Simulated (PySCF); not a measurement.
Compound: C₁₀H₈Cl₂.
Z-matrix (Å and degrees, PBE0-D3(BJ)/def2-SVP geometry), rows numbered from 1:
```
Cl
C   1  1.7890
Cl  2  1.7887  1  110.13
C   2  1.4838  1  111.03  3   123.54
C   4  1.3511  2  124.71  1   118.14
C   5  1.4976  4  110.62  2  -179.79
C   6  1.5025  5  103.06  4     0.13
C   7  1.3888  6  130.45  5   179.75
C   8  1.3973  7  118.70  6  -179.84
C   9  1.3977  8  120.75  7    -0.01
C  10  1.3945  9  120.88  8     0.02
C  11  1.3948 10  118.31  9    -0.00
H   2  1.0956  1  106.45  3  -114.97
H   5  1.0914  4  125.45  2     0.27
H   6  1.1051  5  111.69  4  -120.57
H   6  1.1050  5  111.71  4   120.84
H   8  1.0931  7  120.90  6     0.13
H   9  1.0926  8  119.66  7   179.99
H  10  1.0925  9  119.56  8  -179.99
H  11  1.0910 10  120.99  9   179.97
```

Computed with PySCF at PBE0/pcSseg-1, non-relativistic, on one gas-phase PBE0-D3(BJ)/def2-SVP geometry that isn't relaxed in the solvent. The solvent is an IEF-PCM continuum (Bondi radii, 1.10 Å for H, scaled by 1.2). Specific hydrogen bonds and non-electrostatic terms are outside this model.

Gas phase at PBE0/pcSseg-1: HOMO -6.71 eV, LUMO -1.17 eV, dipole 2.83 D.

Q: What does the continuum do to the energy, the frontier levels and the dipole at PBE0/pcSseg-1 in benzene and dichloromethane?

A: 
| solvent | ε | E(solvent) − E(gas) (kcal/mol) | polarisation term (kcal/mol) | distortion of the solute (kcal/mol) | HOMO (eV) | LUMO (eV) | dipole (D) |
| --- | --- | --- | --- | --- | --- | --- | --- |
| benzene | 2.271 | -2.58 | -2.79 | 0.21 | -6.67 | -1.11 | 3.35 |
| dichloromethane | 8.93 | -5.21 | -6.11 | 0.90 | -6.68 | -1.09 | 3.91 |

Polarisation term: ½ Σ q·V over the induced surface charges. Distortion: the rise of the solute's own energy as its density leaves the gas-phase optimum. From benzene to dichloromethane the lowering changes by a factor 2.02, Onsager's factor (ε − 1)/(2ε + 1) by 1.83 and ε itself by 3.9.

Q: Which radius a makes the point-dipole formula ΔE = −[(ε − 1)/(2ε + 1)]·μ²/a³ give the value in dichloromethane, with the gas-phase dipole?

A: μ = 1.112 au and |ΔE| = 0.00830 Eh give a = 2.10 Å; the farthest nucleus lies 3.86 Å from the centroid of the nuclei, so such a sphere wouldn't even hold the nuclei. The formula assumes a rigid point dipole at the centre of a sphere.

Q: Which IAO charges (PBE0/pcSseg-1) respond most in benzene (means over atoms taken as equivalent)?

A: 
```
  atoms                      environment  gas (e)  solvent (e)  change
    H13                 methine hydrogen   +0.185       +0.195  +0.010
    H14                 vinylic hydrogen   +0.154       +0.162  +0.008
     C4  fully substituted alkene carbon   -0.022       -0.029  -0.007
Cl1/Cl3                   alkyl chlorine   -0.073       -0.080  -0.007
    C11               aromatic CH carbon   -0.152       -0.159  -0.007
     C5                 alkene CH carbon   -0.136       -0.130  +0.006
H15/H16               methylene hydrogen   +0.168       +0.174  +0.006
    H17                aromatic hydrogen   +0.149       +0.154  +0.005
```

Q: How do the nuclear quadrupole coupling constants eQVzz/h respond in benzene?

A: 
```
    nucleus  Q (barn)  gas (MHz)  solvent (MHz)  η gas  η solvent
35Cl at Cl1   -0.0817     -79.28         -78.34   0.04       0.04
35Cl at Cl3   -0.0817     -79.26         -78.32   0.04       0.04
```
